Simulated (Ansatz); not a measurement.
Reactions of H6OSSi2, SMILES `O[SiH2][SiH2]S`.

Isolated molecules relaxed with PBE0-D4/def2-TZVP in Ansatz; ΔE leaves out vibrations. CBS: MP2 limit from def2 TZ/QZ plus the TZ coupled-cluster correction, frozen cores. This one scheme is used for every species. Functionals use def2-TZVPP. For Ga outer-core shells are correlated without core-valence functions, which leaves a few kJ/mol of doubt a bond. Scalar relativity is left out up to krypton. One conformer a species, not always the lowest.

```json
{"reaction": "`O[SiH2][SiH2]S` + `[NH2][GaH2]` → `[NH2][GaH][SiH2]O` + `[SiH3]S`", "B2PLYP (kJ/mol)": "-13"}
{"reaction": "`O[SiH2][SiH2]S` + `N[Si](O)(F)F` → `O[SiH2]N[Si](O)(F)F` + `[SiH3]S`", "B2PLYP (kJ/mol)": "-81"}
{"reaction": "`O[SiH2][SiH2]S` + `N[SiH2][AlH2]` → `O[SiH2]N[SiH2][AlH2]` + `[SiH3]S`", "B2PLYP (kJ/mol)": "-84"}
{"reaction": "`O[SiH2][SiH2]S` + `CC(O)=S` → `CC(=S)O[SiH2]O` + `[SiH3]S`", "B2PLYP (kJ/mol)": "-83"}
{"reaction": "`O[SiH2][SiH2]S` + `[NH2][AlH2]` → `O[SiH2][NH][AlH2]` + `[SiH3]S`", "B2PLYP (kJ/mol)": "-79"}
{"reaction": "`O[SiH2][SiH2]S` + H₂ → `O[SiH2][SiH3]` + H₂S", "B2PLYP (kJ/mol)": "33"}
{"reaction": "`O[SiH2][SiH2]S` + `C[SiH2]O` → `O[SiH2]C[SiH2]O` + `[SiH3]S`", "B2PLYP (kJ/mol)": "-26"}
```

Question: Give the CCSD(T)/CBS values in the same order. (An estimate is asked.)

Answer: The calculation gave: -12, -79, -82, -81, -77, 40, -28 kJ/mol.

Largest T1 diagnostic: 0.017, for `CC(O)=S`.
